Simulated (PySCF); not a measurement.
1,1-difluorobut-1-ene (C4H6F2), SMILES CCC=C(F)F.

Coordinates come from a PBE0-D3(BJ)/def2-SVP optimisation. One conformer was computed; it need not be the lowest.

Level of theory: B3LYP/def2-TZVP (PySCF).

The molecule is in vacuum.

The total energy is -355.85078 hartree, the highest occupied level comes out as -6.98 eV and the lowest empty level is 0.42 eV. The orbital gap is 7.40 eV, the dipole moment comes out as 0.320 e·Å and the quadrupole, principal values (traceless, Buckingham form, about the centre of nuclear charge) is -1.38, 0.23, 1.15 D·Å. The mean static polarisability comes out as 50.8 bohr³ (7.53 Å³) and the polarisability, principal values comes out as 41.1, 46.4, 64.9 bohr³.
